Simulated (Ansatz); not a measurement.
This geometry of a periodic cell of 13 atoms, BIr₁₂ (surface Ir(111), adsorbate B) is a first-order saddle point. Atoms 1 to 4 are held.

The calculation used DFT PBE, scalar-relativistic, plane waves, PAW in Ansatz 0.2.0. Settings: cutoff 420 eV, k mesh 4x4x1, gaussian smearing 0.05 eV, no spin polarisation.

```xyz
13
Lattice="5.4306 0.0000 0.0000 2.7153 4.7030 0.0000 0.0000 0.0000 15.4340" Properties=species:S:1:pos:R:3
Ir 1.358 0.784 1.000
Ir 4.073 0.784 1.000
Ir 2.715 3.135 1.000
Ir 5.431 3.135 1.000
Ir -0.004 1.563 3.221
Ir 2.695 1.579 3.198
Ir 1.360 3.924 3.222
Ir 4.081 3.915 3.147
Ir 0.057 -0.033 5.375
Ir 2.798 0.021 5.499
Ir 1.380 2.339 5.418
Ir 4.097 2.269 5.499
B 4.928 3.425 6.829
```

Which two structures does it join? (They come from a converged band through this point; their orientation in space is the band's.)

Contacts lost: Ir11–B13. Contacts made: Ir9–B13. The atom that moves furthest is B13, by 1.57 Å; four of its nearest neighbours are Ir12 2.04, Ir10 2.04, Ir11 2.04, Ir9 3.44 Å at the first end and Ir12 2.02, Ir9 2.02, Ir10 2.02, Ir11 3.39 Å at the last.

Image 0:

```xyz
13
Lattice="5.4306 0.0000 0.0000 2.7153 4.7030 0.0000 0.0000 0.0000 15.4340" Properties=species:S:1:pos:R:3
Ir 1.358 0.784 1.000
Ir 4.073 0.784 1.000
Ir 2.715 3.135 1.000
Ir 5.431 3.135 1.000
Ir 0.000 1.566 3.193
Ir 2.715 1.568 3.172
Ir 1.359 3.920 3.193
Ir 4.072 3.920 3.193
Ir 0.000 0.000 5.359
Ir 2.715 0.025 5.489
Ir 1.380 2.339 5.489
Ir 4.051 2.339 5.489
B 5.431 3.135 6.764
```

Image 8:

Only the atoms that move by more than 0.05 Å are listed.
```
Ir9 -0.047 0.027 5.465
Ir10 2.762 0.027 5.465
Ir11 1.358 2.352 5.372
Ir12 4.073 2.297 5.465
B13 4.073 3.919 6.671
```

How far does it lie above each of them?

0.187 eV above the first and 0.540 eV above the second. This is the barrier of this one path; another mechanism may lie lower. Limits of this set-up: coarse k mesh, thin slab, slab without dipole correction, odd electron count without spin.

Time of the run: 8.3 min on 4 threads of Intel(R) Xeon(R) Platinum 8488C (Sapphire Rapids), with other jobs on the host, peak memory 3.9 GiB.
